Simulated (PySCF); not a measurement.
Radial density of Pd⁺ (palladium, charge +1)

wB97M-V, [Kr] 4d8 5s1, 5s spin antiparallel (an excited configuration). Calculation: PySCF 2.14, in x2c-QZVPPall (13s8p7d4f2g, 118 functions); the spin-free X2C one-electron Hamiltonian (Gaussian nucleus).

```csv
r (bohr),4πr²ρ (e/bohr),4πr²(ρα − ρβ)
0.0315,54.47,-0.0018
0.0530,52.19,0.0021
0.0892,72.87,0.0403
0.150,56.66,0.2658
0.252,55.40,0.3707
0.425,39.74,0.0030
0.714,15.64,0.7850
1.20,13.02,1.6529
2.02,2.934,0.0829
3.40,0.4364,-0.2441
5.72,0.01906,-0.0174
9.62,4.868e-05,0.0000
```

Densities and radii are taken from the X2C orbitals without a picture-change correction, which distorts them close to the nucleus.

With the s spin flipped the determinant is a mixture of two multiplicities, not a spectroscopic state.
